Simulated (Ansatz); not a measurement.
TaSF3, relaxed as a singlet with RKS PBE0-D4/def2-SVP in Ansatz, starting from the GFN2-xTB geometry. Force threshold 0.02 eV/Å.

In the def2 sets Ta takes a core potential; there is no spin–orbit coupling.

Start:

```csv
atom,x (Å),y (Å),z (Å)
Ta1,0.061,-0.078,-0.210
S2,-0.534,0.655,1.819
F3,0.895,-1.669,0.217
F4,1.161,1.292,-0.784
F5,-1.582,-0.201,-1.042
```

**Question.** Estimate the energy that the relaxation releases and the steps that it takes.

**Answer.** 0.29 eV, in 5 steps; 8.5 s on 4 threads of Arm Neoverse V2 on a shared host. No frequencies were taken in this run, so the end may be a saddle point.

**Question.** Does the start keep its bonding and symmetry?

**Answer.** By distances, no bond broke or formed. The bond that changes most is Ta1–S2, from 2.24 to 2.15 Å (atoms count from 1). Point group C3v at the start, C3v at the end, both within 0.05 Å.

**Question.** Predict the relaxed structure.

**Answer.** 
Cartesian coordinates in Å:
```
Ta 0.0247 -0.0308 -0.0841
S -0.5466 0.6746 1.8629
F 0.8966 -1.6648 0.1442
F 1.1601 1.2468 -0.8328
F -1.5348 -0.2257 -1.0903
```
Bond lengths: 3 × F–Ta 1.87 Å; 1 × S–Ta 2.15 Å.
